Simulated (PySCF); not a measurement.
Gas-phase reaction: 2 Si₂O(OH)₆ + 2 H₂ → 4 H₃SiOH + 5 O₂

Energies from PySCF, thermal terms from the rigid-rotor harmonic-oscillator model, ideal gas at 1 bar. † marks an energy on the PBE0/def2-TZVP geometry and frequencies; other levels use their own. MP2 freezes the core. 6-31G* has spherical d functions here. Open shells (unrestricted): O₂ (multiplicity 3); the rest are closed-shell singlets. B3LYP is the form with VWN-RPA correlation. No R ln 2 is added for the mirror-image form of Si₂O(OH)₆. Si₂O(OH)₆, H₃SiOH: computed as isolated molecules; such fragments, hydroxides, amides, oligomers or adducts are transient or little studied in the gas. MP2 isn't extrapolated to the basis-set limit; its ΔH°(298 K) is 3459.7 kJ in def2-SVP and 3866.6 kJ in def2-TZVPP. The harmonic model lacks anharmonicity and excited electronic states, which grow with temperature; levels with a mode under 35 cm⁻¹ are left out. Internal rotation in Si₂O(OH)₆, H₃SiOH is treated as a harmonic vibration of one conformer, which makes the entropy rough.

```csv
level,"ΔE electronic, kJ","ΔH°(298 K), kJ","ΔS°(298 K), J/K","ΔG°(1400 K), kJ"
B3LYP/6-31G*,3288,3204,907,2017
B3LYP/def2-TZVP†,3536,3448,891,2285
BLYP/def2-TZVP†,3364,3276,891,2113
HF/6-31G*,3171,3091,896,1926
HF/def2-TZVP†,3402,3315,891,2152
M06-2X/def2-TZVP†,3902,3814,891,2651
MP2/def2-TZVPP†,3954,3867,891,2704
PBE0/def2-TZVP,3576,3488,891,2325
LDA/def2-TZVP†,3908,3820,891,2657
ωB97X-V/def2-TZVP†,3625,3537,891,2374
```
ΔH° is lowest at HF/6-31G* and highest at MP2/def2-TZVPP†. No reference value is set beside these.
